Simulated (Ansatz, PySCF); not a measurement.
Gas-phase reaction (SMILES): NBN + F (HF) -> NB(N)F + [H][H] (H2); hydrogen fluoride cleaves one B-H bond, a model of a ligand-exchange step.

Structures are relaxed separately at B3LYP-D3(BJ)/def2-TZVP in Ansatz (a quantum-chemistry and plane-wave program), one conformer each, not searched for the lowest. Correlated levels leave the core frozen unless marked. No spin-orbit coupling. No relativistic terms. CBS(X,Y): correlation extrapolated as X^-3; Hartree-Fock from the larger set. Thermal terms are rigid-rotor harmonic-oscillator values from B3LYP-D3(BJ) frequencies (Ansatz or PySCF) at 298.15 K and 1 atm. 1 Eh = 627.5095 kcal/mol.

| species | E, CCSD(T)/CBS(cc-pVTZ,cc-pVQZ) (Ansatz) (Eh) | E, r2SCAN-D4/def2-TZVPD (Ansatz + dftd4) (Eh) | H - E (Eh) | G - E (Eh) |
|---|---|---|---|---|
| NBN | -137.28416 | -137.42099 | 0.07172 | 0.04195 |
| F (HF) | -100.39146 | -100.44728 | 0.01259 | -0.00713 |
| NB(N)F | -236.54350 | -236.74264 | 0.06612 | 0.03359 |
| [H][H] (H2) | -1.17450 | -1.17100 | 0.01336 | -0.00144 |

Question: Work out ΔE and ΔH, ΔG, ΔS and the equilibrium constant at 298.15 K at the first level, then ΔH at the second.

Answer: 
1. ΔE = [(-236.54350) + (-1.17450)] - [(-137.28416) + (-100.39146)] = -0.04238 Eh = -26.6 kcal/mol at CCSD(T)/CBS(cc-pVTZ,cc-pVQZ).
2. The terms H - E add up to -0.00483 Eh, so ΔH = (-0.04238 + (-0.00483))×627.5095 = -29.6 kcal/mol.
3. The terms G - E add up to -0.00267 Eh, so ΔG = -28.3 kcal/mol, and ΔS = (-0.00483 - (-0.00267))×627509.5/298.15 = -4.5 cal/(mol K).
4. log10 K = -ΔG/(RT ln 10) = 20.7, with RT ln 10 = 1.3642 kcal/mol.
5. At r2SCAN-D4/def2-TZVPD the same steps give ΔE = -28.5 and ΔH = -31.5 kcal/mol, a shift of -1.9 from the first level.
6. These values are not checked against measurement here, since the tables used lack a sound gas-phase enthalpy of formation for at least one species.
